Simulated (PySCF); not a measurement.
# Reading the logs of faulty runs: BClGeH3O

All numbers below are calculated, not measured. They come from PySCF 2.14.0, an open-source quantum chemistry program, on an isolated molecule that a program drew, which may never have been made. The molecule is BClGeH3O (charge 0, doublet), drawn as the SMILES string `[OH][GeH2][B]Cl`.

Each row is a Hartree-Fock (HF) and frozen-core CCSD(T) single point in the cc-pV(D+d)Z basis, meant for a local HF minimum. Run 1 is clean. Each other run has one planted mistake out of seven kinds, and not every kind appears here: one electron removed, one electron added, multiplicity raised by two, geometry at a saddle point, minimal basis STO-3G, one bond length entered in bohr, all coordinates scaled. The reference is restricted for singlets and unrestricted otherwise, and also for a bond in bohr. Adding or removing an electron swaps singlet and doublet. Electrons count all cores. HOMO and LUMO are orbital energies over both spins, the gradient is its largest component, and the lowest frequency (negative if imaginary) is given only where the gradient is small. Bond lengths are over the 6 bonds as drawn. T1 is the CCSD diagnostic: over 0.02 (restricted) or 0.045 (unrestricted) a single reference is doubtful. Germanium has the cc-pVDZ-PP basis, with a core potential (ECP10MDF) in place of its 10 inner electrons, and its 3s, 3p and 3d shells are frozen in CCSD(T).

Geometry of the clean run:
```xyz
7
BClGeH3O, angstrom
O     1.1494   -0.0584   -0.3655
Ge    1.0720   -1.5316   -1.3682
B    -0.8415   -2.2954   -1.1073
Cl   -1.4808   -3.7330   -1.8510
H     1.9777    0.3983   -0.3902
H     1.3366   -1.1596   -2.8336
H     2.1447   -2.5220   -0.8944
```

```
run,electrons,basis functions,<S^2>,HOMO (eV),LUMO (eV),gradient (hartree/bohr),lowest frequency (cm^-1),mean bond (Å),longest bond (Å),T1,HF (hartree),CCSD(T) (hartree),mistake
1,65,89,0.757,-8.96,1.20,1.2e-05,36,1.6028,2.077,0.0164,-854.16701,-854.70173,no fault
2,65,89,1.579,-9.21,0.95,2.2e-02,-,1.7431,2.077,0.0573,-854.03690,-854.55920,one bond length entered in bohr
3,65,89,3.763,-8.01,-2.49,5.6e-02,-,1.6028,2.077,0.0251,-854.01886,-854.53735,multiplicity raised by two
4,64,89,0.000,-17.02,-6.51,7.8e-02,-,1.6028,2.077,0.0215,-853.87983,-854.42139,one electron removed
5,66,89,0.000,-0.23,7.68,5.1e-02,-,1.6028,2.077,0.0156,-854.12758,-854.69540,?
```

**Which mistake was planted in run 5, and what did it cost?**

It counts 66 electrons, one more than the clean run, at the same geometry and basis. So the mistake is: one electron added. Subtracting run 1 and multiplying by 627.51 kcal/mol a hartree, the energy moved by 24.7 kcal/mol in HF and 4.0 kcal/mol in CCSD(T).

Cautions from the logs. Run 2: T1 is over the limit, so its CCSD(T) energy is less reliable; run 4: T1 is over the limit, so its CCSD(T) energy is less reliable; run 5: the added electron raises the CCSD(T) energy, so it isn't bound in this basis.
